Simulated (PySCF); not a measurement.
Electric field gradients and quadrupole coupling constants

Species: C₇H₁₄N₂.
Cartesian coordinates in Å at the GFN2-xTB level; atoms count from 1:
```xyz
23
C7H14N2 angstrom
C     -2.2278    1.2645   -0.2340
C     -1.6299    0.0761    0.5249
C     -2.3937   -1.2080    0.1931
C     -0.1770   -0.0734    0.2163
N      0.7325    0.0832    1.0936
N      1.9573   -0.2090    0.5874
C      3.0735    0.4916    1.1585
C      1.8852   -0.3276   -0.8741
C      0.3825   -0.4740   -1.1385
H     -3.2698    1.4008    0.0466
H     -1.6845    2.1770   -0.0005
H     -2.1821    1.0968   -1.3078
H     -1.7074    0.2707    1.5991
H     -3.4337   -1.1132    0.4980
H     -2.3669   -1.4044   -0.8769
H     -1.9564   -2.0564    0.7146
H      3.1969    1.5012    0.7401
H      2.9098    0.5702    2.2306
H      3.9840   -0.0792    0.9727
H      2.2977    0.5741   -1.3505
H      2.4694   -1.1913   -1.1978
H      0.0220    0.1646   -1.9446
H      0.1134   -1.5070   -1.3678
```

Field gradients from the PBE0/pcSseg-1 density (PySCF, non-relativistic), principal values in atomic units, ordered |Vxx| ≤ |Vyy| ≤ |Vzz|:

```csv
atom,Vxx,Vyy,Vzz
N5,0.4951,0.6753,-1.1703
N6,0.5083,0.8906,-1.3989
```

Problem. Find the asymmetry η = (Vxx − Vyy)/Vzz and the couplings χ = eQV/h (234.96 MHz × Q in barn × V in au), with Q(14N) = 0.02044 b.

Solution. 
| atom | environment | nucleus | η | χzz (MHz) | χxx (MHz) | χyy (MHz) |
| --- | --- | --- | --- | --- | --- | --- |
| N5 | C=N nitrogen | 14N | 0.15 | -5.62 | 2.38 | 3.24 |
| N6 | nitrogen bonded to 2 C and N | 14N | 0.27 | -6.72 | 2.44 | 4.28 |

Problem. What is Vzz at N5 in SI units (1 au = 9.71736 × 10²¹ V/m²)?

Solution. -1.1703 au = -11.372 × 10²¹ V/m².

Problem. And the gradient at the other heavy atoms, for which no coupling is worked out here?

Solution. 
```csv
atom,environment,Vzz (au),η
C1,methyl carbon,0.056,0.34
C2,sp3 CH carbon,-0.078,0.09
C3,methyl carbon,0.054,0.27
C4,C=N carbon,0.170,0.96
C7,N-methyl carbon,0.249,0.21
C8,sp3 carbon bound to nitrogen,0.225,0.33
C9,ring CH2 carbon,0.085,0.29
```

Problem. What couplings would deuterons (Q(2H) = 0.00286 b) have in place of the hydrogens, at this geometry?

Solution. 
```tsv
atom	bonded to	bond length (Å)	Vzz (au)	η	χzz (kHz)
H10	C1	1.088	0.3160	0.02	212
H11	C1	1.087	0.3150	0.01	212
H12	C1	1.088	0.3154	0.02	212
H13	C2	1.094	0.2942	0.00	198
H14	C3	1.088	0.3157	0.02	212
H15	C3	1.088	0.3141	0.02	211
H16	C3	1.088	0.3144	0.01	211
H17	C7	1.100	0.2884	0.06	194
H18	C7	1.087	0.3095	0.05	208
H19	C7	1.091	0.3052	0.05	205
H20	C8	1.100	0.2850	0.05	191
H21	C8	1.092	0.3013	0.02	202
H22	C9	1.090	0.3094	0.02	208
H23	C9	1.092	0.3051	0.02	205
```

One conformer (not necessarily the lowest) at the GFN2-xTB geometry, without solvent, vibrations or thermal averaging. GFN2-xTB bond lengths can be off by several hundredths of an ångström, more for odd bonds, and the gradients follow them. With a basis this small, the couplings can be 20 % off.

These values come from a run that also computed NMR shieldings. Time: 82 s; peak memory 1.1 GiB. Hardware: one thread of an Arm Neoverse N1, no GPU, shared host with 64 logical CPUs at a one-minute load of 53.
